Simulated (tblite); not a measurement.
Species: C5H10F2Si.
Numbering: `[CH3:1]/[C:2]([CH2:3][F:4])=[C:5](/[SiH3:6])[CH2:7][F:8]` (hydrogens: H9, H10, H11 on C1; H12, H13 on C3; H14, H15, H16 on Si6; H17, H18 on C7)

Cartesian coordinates in Å at the GFN2-xTB level; atoms count from 1:
```xyz
18
C5H10F2Si angstrom
C     -1.5190   -1.3266    0.2105
C     -0.7113   -0.0730    0.0150
C     -1.5417    1.1655   -0.1563
F     -2.3503    1.3678    0.9435
C      0.6236   -0.0562   -0.0254
Si     1.6914    1.5063   -0.1923
C      1.3520   -1.3635    0.0947
F      2.6683   -1.2569   -0.2820
H     -1.1203   -1.9262    1.0264
H     -1.5035   -1.9377   -0.6932
H     -2.5522   -1.0779    0.4382
H     -2.2204    1.0567   -1.0122
H     -0.9352    2.0655   -0.2734
H      1.5447    2.0117   -1.5621
H      3.0844    1.2038    0.1046
H      1.2103    2.5036    0.7695
H      0.9141   -2.1350   -0.5498
H      1.3563   -1.7216    1.1327
```

Computed with GFN2-xTB (tblite): harmonic, unscaled wavenumbers at the GFN2-xTB geometry, gas phase. This tight-binding method is rough: wavenumbers can miss measured ones by several per cent, in bad cases by 10 to 20. Modes of hydrogen on silicon can be 10 to 20 % off. One conformer, not necessarily the lowest.

Harmonic wavenumbers (cm⁻¹): 25.7, 43.6, 73.5, 107.8, 122.9, 188.9, 220.0, 228.2, 319.8, 342.2, 399.6, 464.3, 521.3, 572.2, 597.0, 651.7, 769.0, 788.2, 829.9, 898.3, 922.8, 959.2, 1011.1, 1027.4, 1037.7, 1080.6, 1145.9, 1202.4, 1221.2, 1237.7, 1302.6, 1319.7, 1404.1, 1431.0, 1434.6, 1474.1, 1490.4, 1682.1, 2228.9, 2235.9, 2334.5, 2897.8, 2911.2, 2921.3, 2983.2, 2985.0, 3026.8, 3051.6.

A = 2350, B = 1050, C = 763.0 MHz; mass 136.052 u (most abundant isotopes); point group C1, symmetry number 1.

Question: What is the zero-point energy?

Answer: Half the sum of the wavenumbers: 29062 cm⁻¹ = 83.09 kcal/mol.

Question: What is S at 298.15 K and 1 bar for an ideal gas of classical rigid rotors and harmonic oscillators?

Answer: Translation 40.66, rotation 29.52, vibration 35.53: S = 105.7 cal/(mol K).

Question: And Cp and H(298.15 K) − H(0)?

Answer: Cp = 39.83 cal/(mol K), of which vibrations give 31.88 (their classical limit is 48 R = 95.4); H(298.15 K) − H(0) = 7.52 kcal/mol without the zero-point energy, 5.15 from vibrations.

Question: What must be added to the electronic energy to get the Gibbs energy at 298.15 K and 1 bar?

Answer: ZPE + [H(298.15 K) − H(0)] − T·S = 83.09 + 7.52 − 31.52 = 59.09 kcal/mol.

Question: Which modes carry the vibrational entropy at 298.15 K?

Answer: 25.7 cm⁻¹: 6.14; 43.6 cm⁻¹: 5.09; 73.5 cm⁻¹: 4.06; 107.8 cm⁻¹: 3.31; 122.9 cm⁻¹: 3.05; 188.9 cm⁻¹: 2.24 cal/(mol K); the other 42 give 11.65 together.

Question: How do the functions run with temperature in this model?

Answer: 
```json
{"T (K)": "50", "S (cal/(mol K))": "61.9", "Cp (cal/(mol K))": "15.2", "H − H(0) (kcal/mol)": "0.57", "G − H(0) (kcal/mol)": "-2.52", "ln q(vib)": "1.20"}
{"T (K)": "100", "S (cal/(mol K))": "74.3", "Cp (cal/(mol K))": "21.0", "H − H(0) (kcal/mol)": "1.48", "G − H(0) (kcal/mol)": "-5.94", "ln q(vib)": "2.96"}
{"T (K)": "373.15", "S (cal/(mol K))": "115.4", "Cp (cal/(mol K))": "46.7", "H − H(0) (kcal/mol)": "10.76", "G − H(0) (kcal/mol)": "-32.30", "ln q(vib)": "11.34"}
{"T (K)": "500", "S (cal/(mol K))": "130.5", "Cp (cal/(mol K))": "56.7", "H − H(0) (kcal/mol)": "17.34", "G − H(0) (kcal/mol)": "-47.91", "ln q(vib)": "14.83"}
{"T (K)": "750", "S (cal/(mol K))": "156.4", "Cp (cal/(mol K))": "70.8", "H − H(0) (kcal/mol)": "33.40", "G − H(0) (kcal/mol)": "-83.87", "ln q(vib)": "21.26"}
{"T (K)": "1000", "S (cal/(mol K))": "178.1", "Cp (cal/(mol K))": "79.9", "H − H(0) (kcal/mol)": "52.31", "G − H(0) (kcal/mol)": "-125.74", "ln q(vib)": "27.12"}
```

q(vib) and H(0) count from the zero-point level.

Hindered rotation and anharmonicity are outside this model. Other conformers, if any are populated, would add a mixing term that is left out. The structure is chiral; the term R ln 2 for an equal mix with its mirror image is left out.

The run took 0.69 s wall on an Arm Neoverse V1 with one thread, no GPU, on a shared host. This covers the Hessian and the dipole derivatives.
